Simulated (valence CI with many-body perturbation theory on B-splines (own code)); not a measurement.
Values are calculated unless marked as measured or tabulated.
## Basis-set convergence for Co²⁰⁺

Method: relativistic CI+MBPT: five valence electrons over a frozen Dirac-Fock core [He], radial functions for each j: 9 s, 9 p, 8 d, 6 f, 3 g, 1 h, with the one-electron correlation potential Σ1, the two-electron term Σ2, the three-electron term Σ3, Breit, model QED; selected CI, second order for the rest, scaled by the run's own slope (own B-spline code, finite nucleus).

No measured spectrum was set against this ion. As an estimate, levels of excited configurations hold to 0.05 to 0.15 % of their energy, terms of the ground configuration to about 0.5 %. Among the levels kept, up to 3700 cm⁻¹ of a level comes from second order outside the variational space, and about a tenth of that is noise between levels of different J, which matters for small intervals.

The reference run has the lowest level 2s2 2p3 4S°_3/2 and an ionisation energy of 1722.84 eV. Its largest variational space holds 27319 state functions.

Names give the largest LS component (configuration and term), which can be under half, so a name can repeat, a term be missing and a line seem to break the LS rules; names also repeat where a configuration has a term twice.

Changed runs:
A. basis 6 s, 6 p, 5 d, 3 f, 1 g
B. basis 5 s, 5 p, 4 d, 2 f

Excitation energies of the reference run in cm⁻¹, and shifts in cm⁻¹:

| Level | Reference | A | B |
| --- | --- | --- | --- |
| 2s2 2p3 2D°_3/2 | 147256 | +188 | +585 |
| 2s2 2p3 2D°_5/2 | 191816 | +225 | +655 |
| 2s2 2p3 2P°_1/2 | 280665 | +237 | +761 |
| 2s2 2p3 2P°_3/2 | 359468 | +211 | +675 |
| 2s 2p4 4P_5/2 | 799074 | +76 | +191 |
| 2s 2p4 4P_3/2 | 879631 | +56 | +163 |
| 2s 2p4 4P_1/2 | 903287 | +58 | +197 |
| 2s 2p4 2D_3/2 | 1107900 | +323 | +984 |
| 2s 2p4 2D_5/2 | 1128780 | +334 | +980 |
| 2s 2p4 2S_1/2 | 1268400 | +361 | +1177 |
| 2s 2p4 2P_3/2 | 1319030 | +368 | +1139 |
| 2s 2p4 2P_1/2 | 1435310 | +343 | +1129 |
| Ionisation energy (eV) | 1722.84 | -0.026 | -0.08 |
